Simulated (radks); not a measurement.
Removal energies from the rhenium ion Re+, [Xe] 4f14 5d5 6s1, by Delta-SCF beside the eigenvalue of the level emptied. All-electron calculation, scalar-relativistic Kohn-Sham, r2SCAN, spin-polarised, spherical densities, finite nucleus; meta-GGA in the generalised Kohn-Sham scheme; Fermi nuclear charge, rms radius of each element as measured or else 0.836 A^(1/3) + 0.57 fm. Program: a radial shooting solver on a logarithmic mesh with Libxc functionals. Open shells are filled with parallel spins first.

removed from             final configuration  Delta-SCF (eV)  -eigenvalue (eV)
6s                             [Xe] 4f14 5d5          17.311            13.956
5d                         [Xe] 4f14 5d4 6s1          19.800            14.537
5p            [Kr] 4d10 4f14 5s2 5p5 5d5 6s1          59.739            53.711
4f                         [Xe] 4f13 5d5 6s1          60.315            49.667
